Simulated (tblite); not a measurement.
C5H11NP2.
Numbering: `[CH3:1][P:2]([CH2:3][PH2:4])[CH2:5][CH2:6][C:7]#[N:8]` (hydrogens: H9, H10, H11 on C1; H12, H13 on C3; H14, H15 on P4; H16, H17 on C5; H18, H19 on C6)

Structure optimised with GFN2-xTB, isolated species.

**Question.** List the bond lengths, angles and torsions at this level.

**Answer.** 
| bond | length (Å) | order |
| --- | --- | --- |
| C1–P2 | 1.851 | single |
| P2–C3 | 1.861 | single |
| C3–P4 | 1.864 | single |
| P2–C5 | 1.863 | single |
| C5–C6 | 1.532 | single |
| C6–C7 | 1.440 | single |
| C7≡N8 | 1.143 | triple |
| C1–H9, C1–H10, C1–H11 | 1.089 | single |
| C3–H12, C3–H13 | 1.094 | single |
| P4–H14, P4–H15 | 1.393 | single |
| C5–H16, C5–H17 | 1.095 | single |
| C6–H18, C6–H19 | 1.094 | single |

Bonds in one row agree within 0.01 Å and their mean is given. Orders are formal, as drawn. A selection of angles:
| angle | degrees |
| --- | --- |
| C1–P2–C3 | 97.5 |
| C1–P2–C5 | 99.2 |
| C3–P2–C5 | 96.7 |
| P2–C3–P4 | 107.9 |
| P2–C5–C6 | 111.2 |
| C5–C6–C7 | 110.3 |
| C6–C7–N8 | 178.4 |

Dihedral angles: C1–P2–C3–P4 -175° (antiperiplanar); C1–P2–C5–C6 -81° (synclinal); P2–C5–C6–C7 180° (antiperiplanar). The mirror-image conformer, all signs reversed, is as good.

P4 (phosphine phosphorus) is pyramidal (angles 95.6°, 95.1° and 92.3°, sum 283.0°, 0.81 Å off the plane of its three neighbours). P2 (phosphine phosphorus) is pyramidal (angles 99.2°, 97.5° and 96.7°, sum 293.3°, 0.92 Å off the plane of its three neighbours). Of the pairs four or more bonds apart, P4···H16 is among the closest relative to their van der Waals radii: 2.91 Å, 97 % of the sum of Bondi's values. The 2 C–C bonds span 1.440 Å (C6–C7, drawn single) to 1.532 Å (C5–C6, drawn single), a spread of 0.092 Å.

Point group: C1 (no symmetry element, even within 0.4 Å). Its GFN2-xTB frequencies are all real (lowest 40 cm⁻¹). The numbers are those of one conformer (C1–P2–C3–P4 -175°, P2–C3–P4–H -70° and -163°, C1–P2–C5–C6 -81°, P2–C5–C6–C7 180°). 3 starts were optimised and ended at 0.00, 0.00 and 1.76 kcal/mol (GFN2-xTB); the lowest of these is shown.

The numbers are calculated, not measured.
